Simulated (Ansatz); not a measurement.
The cluster Al₂SiO₅. The state is a singlet with charge 0. Geometry PBE-D4/def2-SVP.

```xyz
8

Al   -0.173    0.698    1.515
Al   -0.558   -1.261   -0.549
Si    0.919    1.212   -0.432
O     1.587    0.735    1.051
O     0.543   -0.039   -1.423
O    -0.432    1.979    0.246
O    -0.929   -0.780    1.126
O    -0.957   -2.544   -1.534
```

Another isomer (singlet) lies 1.78 eV lower at PBE0-D4/def2-TZVP; other spin states weren't run for this one.

(1) Estimate the orbital energies around the gap (eV) in Ansatz with PBE-D4/def2-TZVP, r2SCAN-D4/def2-TZVP, r2SCANh-D4/def2-TZVP, PBE0-D4/def2-TZVP, BHLYP-D4/def2-TZVP.

Answers

(1) 
```tsv
orbital	PBE-D4/def2-TZVP	r2SCAN-D4/def2-TZVP	r2SCANh-D4/def2-TZVP	PBE0-D4/def2-TZVP	BHLYP-D4/def2-TZVP
HOMO−5	-8.49	-8.89	-9.56	-10.24	-11.87
HOMO−4	-8.24	-8.62	-9.25	-9.92	-11.57
HOMO−3	-7.62	-8.02	-8.69	-9.41	-11.19
HOMO−2	-7.22	-7.31	-7.72	-8.22	-9.03
HOMO−1	-6.08	-6.14	-6.55	-7.05	-7.85
HOMO	-5.99	-6.13	-6.38	-6.69	-7.24
LUMO	-5.93	-5.91	-5.74	-5.50	-5.05
LUMO+1	-4.64	-4.43	-4.20	-4.01	-3.50
LUMO+2	-1.35	-0.90	-0.58	-0.36	0.31
LUMO+3	-0.90	-0.48	-0.27	-0.23	0.54
LUMO+4	-0.12	0.35	0.66	0.75	1.25
LUMO+5	0.09	0.59	0.79	0.83	1.67
```
